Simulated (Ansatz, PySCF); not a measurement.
C₄H₅FSi, SMILES [SiH3]/C=C(\F)C#C.

Geometry: B3LYP-D3(BJ)/def2-SVP. The structure was generated by enumeration; whether it is a known compound was not checked.

Vertical ionisation energy (IE) and electron affinity (EA) in eV. Rows of orbital energies are one-electron estimates. Where ΔSCF, EOM or ADC give a negative EA the extra electron is unbound and the value depends on the basis.

```
level                                                                   IE     EA
--------------------------------------------------------------------  ----  -----
−ε(HOMO), −ε(LUMO), PBE0/def2-TZVP (PySCF)                            7.43   1.61
−ε(HOMO), −ε(LUMO), PBE/def2-TZVP (PySCF)                             6.34   2.46
ΔSCF, PBE0/def2-TZVPD (Ansatz), final states of multiplicity 2 and 2  9.31  -0.07
ΔSCF, PBE/def2-TZVPD (Ansatz), final states of multiplicity 2 and 2   9.14  -0.04
```

Problem. What vertical singlet–triplet gap does ΔSCF give with PBE0/def2-TZVPD (Ansatz, a first-principles code) and with PBE/def2-TZVPD (Ansatz)? (The exact figures need the calculation; the answer reports its results.)

Solution. 3.21 and 3.22 eV (triplet above singlet where positive).
